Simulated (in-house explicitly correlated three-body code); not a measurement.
The numbers below are computed, except where a source is named.
## Two electrons around a charge Z: functional-driven and density-driven errors

The exact non-relativistic ground state comes from a variational code in 260 exponentially correlated functions, the Kohn-Sham parts from inverting its density (past Z = 6 the correlation energy is taken as exact minus Hartree-Fock, equal to within microhartrees), and self-consistent runs (Hartree-Fock is restricted) from a B-spline radial code. Z may be fractional; the second electron is bound down to Z = 0.911.

The total error of a self-consistent run is the error on the exact density (functional-driven) plus the energy gained by relaxing to the functional's own density (density-driven, never positive). «Unbound» marks a run whose level isn't bound or that didn't converge.

| Z | r2SCAN functional (mEh) | r2SCAN density (mEh) | TPSS functional (mEh) | TPSS density (mEh) | RPBE functional (mEh) | RPBE density (mEh) |
| --- | --- | --- | --- | --- | --- | --- |
| 0.93 | +1.86 | unbound | -0.78 | unbound | -6.35 | unbound |
| 1.05 | +0.51 | unbound | -2.59 | unbound | -6.63 | unbound |
| 1.115 | +0.19 | unbound | -3.14 | unbound | -6.72 | unbound |
| 1.25 | -0.20 | -0.15 | -3.93 | -0.30 | -6.78 | -0.84 |
| 1.275 | -0.25 | -0.15 | -4.04 | -0.28 | -6.78 | -0.85 |
| 1.44 | -0.51 | -0.18 | -4.63 | -0.25 | -6.70 | -0.90 |
| 1.62 | -0.70 | -0.21 | -5.08 | -0.24 | -6.52 | -0.96 |
| 1.66 | ? | ? | ? | ? | ? | ? |
| 1.92 | -0.93 | -0.25 | -5.58 | -0.25 | -6.09 | -1.04 |
| 1.98 | ? | ? | ? | ? | ? | ? |
| 2.32 | -1.15 | -0.27 | -6.00 | -0.27 | -5.34 | -1.13 |
| 2.44 | -1.20 | -0.28 | -6.09 | -0.28 | -5.09 | -1.15 |

Problem. What belongs in the row Z = 1.98?

Solution. r2SCAN functional (mEh): -0.97; r2SCAN density (mEh): -0.25; TPSS functional (mEh): -5.66; TPSS density (mEh): -0.26; RPBE functional (mEh): -5.99; RPBE density (mEh): -1.06.

Problem. What belongs in the row Z = 1.66?

Solution. r2SCAN functional (mEh): -0.74; r2SCAN density (mEh): -0.22; TPSS functional (mEh): -5.16; TPSS density (mEh): -0.24; RPBE functional (mEh): -6.47; RPBE density (mEh): -0.97.

Problem. Which part of the error is larger?

Solution. r2SCAN: functional-driven -1.20, density-driven -0.28 mEh at Z = 2.44; TPSS: functional-driven -6.09, density-driven -0.28 mEh at Z = 2.44; RPBE: functional-driven -5.09, density-driven -1.15 mEh at Z = 2.44. The density-driven part is second order in the error of the density, so it stays small unless the second electron is loosely bound.
